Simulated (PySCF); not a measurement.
C₄H₉FSi, SMILES CC[SiH2]/C=C\F.

The structure is a stationary point at PBE-D3(BJ)/def2-SVP. The structure was generated by enumeration; whether it is a known compound was not checked. One conformer was computed; it need not be the lowest.

Two levels are set side by side: TDA-PBE/def2-SVPD (PySCF) and TDA-ωB97X/def2-SVPD (PySCF). Vertical, same geometry. The lowest singlet is HOMO−1→LUMO 100 % with PBE and HOMO→LUMO 93 % with the other functional; states are paired by order. Differences are taken from unrounded values.

| quantity | TDA-ωB97X |
|---|---|
| lowest singlet excitation (eV) | 7.34 |
| lowest triplet excitation (TDA) (eV) | 4.16 |
| first bright state (f over 0.05) (eV) | 7.34 |
| its oscillator strength | 0.49 |

### Question
What does TDA-PBE give, and how far is it from TDA-ωB97X? (An estimate is asked for; the answer gives what the named calculation found.)

### Answer

```json
[
 {"quantity": "lowest singlet excitation (eV)", "TDA-PBE": "5.75", "TDA-PBE minus TDA-ωB97X": "-1.59"},
 {"quantity": "lowest triplet excitation (TDA) (eV)", "TDA-PBE": "4.14", "TDA-PBE minus TDA-ωB97X": "-0.02"},
 {"quantity": "first bright state (f over 0.05) (eV)", "TDA-PBE": "6.44", "TDA-PBE minus TDA-ωB97X": "-0.90"},
 {"quantity": "its oscillator strength", "TDA-PBE": "0.11", "TDA-PBE minus TDA-ωB97X": "-0.38"}
]
```

Functionals without exact exchange tend to place singlet excitations lower, as here. Differences between two approximate levels are no errors against the true value.

Rough cost on one machine, each run with all the roots and properties that it gave: TDA-ωB97X against TDA-PBE about 5 times.
